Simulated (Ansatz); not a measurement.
Geometry optimisation, RKS B3LYP-D4/STO-3G (Ansatz 0.2.0).

input.yaml

```yaml
crystal:
  periodic: [false, false, false]
  atoms:
    - { symbol: B, position_ang: [-1.28572, 1.53226, -1.27109] }
    - { symbol: C, position_ang: [-0.45466, 0.92755, -0.33188] }
    - { symbol: C, position_ang: [-0.1787, -0.49578, -0.09932] }
    - { symbol: B, position_ang: [0.67907, -1.04845, 0.85897] }
    - { symbol: O, position_ang: [1.46386, -1.5986, 1.74511] }
    - { symbol: H, position_ang: [-1.95706, 2.04919, -2.04538] }
    - { symbol: H, position_ang: [0.09825, 1.57937, 0.3427] }
    - { symbol: H, position_ang: [-0.74679, -1.15947, -0.74112] }
    - { symbol: H, position_ang: [2.38175, -1.78606, 1.54201] }
basis:
  gaussian: { orbitals: STO-3G }
hamiltonian:
  xc: b3lyp
  dispersion: d4
relax:
  f_tol: 0.02
  max_steps: 40
```

Command:

```bash
$ ansatz run input.yaml --threads 1 --pin off --max-ram 2048MiB --backend cpu --events-out ev --progress --plain --runs-dir out
```

Task: Where does it end, and by what steps?

Result: The run converged. Limits of this set-up: minimal basis. After 10 steps the energy has fallen by 0.204 eV; O5 moved furthest, 0.07 Å.

| step | energy less start (eV) | largest force component (eV/Å) | accepted |
| --- | --- | --- | --- |
| 0 | 0.0000 | 3.183 | yes |
| 1 | -0.1653 | 1.006 | yes |
| 2 | -0.1620 | 0.742 | no |
| 3 | -0.1935 | 0.593 | yes |
| 4 | -0.1830 | 0.293 | no |
| 5 | -0.2016 | 0.112 | yes |
| 6 | -0.1975 | 0.153 | no |
| 7 | -0.2037 | 0.072 | yes |
| 8 | -0.2039 | 0.045 | yes |
| 9 | -0.2040 | 0.036 | yes |
| 10 | -0.2040 | 0.015 | yes |

```xyz
9
Properties=species:S:1:pos:R:3
B -1.269 1.528 -1.251
C -0.442 0.927 -0.335
C -0.191 -0.531 -0.110
B 0.686 -1.060 0.816
O 1.418 -1.580 1.797
H -1.957 2.069 -2.012
H 0.116 1.608 0.332
H -0.751 -1.216 -0.759
H 2.388 -1.746 1.521
```

Whether the end is a true minimum wasn't checked by a vibrational analysis.

Run time: 31 s on 1 CPU thread of a shared host.
